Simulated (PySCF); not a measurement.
**Cl²⁺: excitation energy**

Cl²⁺ [Ne] 3s2 3p3 (4S) → Cl²⁺ [Ne] 3s1 3p4 (4P), as a difference of total energies. Calculation: PySCF 2.14, in ANO-RCC-VTZP (5s4p2d1f, 34 functions); the spin-free X2C one-electron Hamiltonian (Gaussian nucleus). Correlated levels: valence: [Ne] frozen; valence and next inner shell: 1s2 frozen. The calculations carry no spin-orbit coupling.

| method | excitation energy (eV) |
| --- | --- |
| UHF | 13.024 |
| LDA | 12.771 |
| PBE | 12.650 |
| PBE0 | 12.821 |
| r2SCAN | 12.374 |
| r2SCANh | 12.461 |
| revPBE | 12.532 |
| LC-wPBE | 12.803 |
| M06-2X | 12.894 |
| MP2 (valence) | 12.970 |
| SCS-MP2 (valence) | 12.959 |
| MP2 (valence and next inner shell) | 13.002 |
| SCS-MP2 (valence and next inner shell) | 12.982 |

Q: How much does correlation contribute at MP2 (valence and next inner shell)?

A: 13.002 − (13.024) = -0.022 eV, measured against UHF.

A first-order spin-orbit estimate (lowest level to lowest level, LS coupling) adds -0.048 eV.
